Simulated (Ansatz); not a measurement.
The same path of CH4N2Si (8 atoms, charge 0, multiplicity 1) was run twice with different band settings. Lost on the way: C1–H5. Made: N2–H5.

Method: RKS PBE-D4/def2-SVP in Ansatz 0.2.0.

Relaxed end points:

```xyz
8
Properties=species:S:1:pos:R:3
C 0.214 -0.690 -0.912
N 1.299 -0.637 -0.174
Si 0.355 0.472 0.874
N -0.808 0.144 -0.462
H 0.090 -1.318 -1.825
H -0.072 -0.059 2.211
H 0.794 1.902 1.003
H -1.781 0.129 -0.771
```

```xyz
8
Properties=species:S:1:pos:R:3
C -0.428 -0.641 -1.242
N 0.789 -0.723 -0.584
Si 0.268 0.362 0.713
N -1.107 0.217 -0.391
H 1.565 -1.281 -0.930
H 0.127 -0.207 2.102
H 0.945 1.704 0.832
H -2.066 0.511 -0.557
```

Common settings: movable images 9; climbing image yes; spring 5.0 eV/Å²; optimiser quadratic models (default); force threshold 0.05 eV/Å; iteration limit 60; end points relaxed.

| run | start path |
| --- | --- |
| 1 | through a guess of the saddle point |
| 2 | straight line |

Problem. What does each run give, and how far can it be trusted?

Solution. Run 1: converged after 19 iterations, highest image 2.814 eV above the first end. Neighbouring images differ by up to 1.2 eV, so the band resolves the path poorly. A vibrational analysis at the climbing image gives one clearly imaginary mode, 1607i cm⁻¹: a first-order saddle point.
Run 2: converged after 15 iterations, highest image 2.814 eV above the first end. Another band between the same ends (9 images) ends at a top of the same energy, where a vibrational analysis finds 1 clearly imaginary mode.
The orbitals stay closed-shell, which can raise the energy where a bond breaks towards radicals; this wasn't checked here.
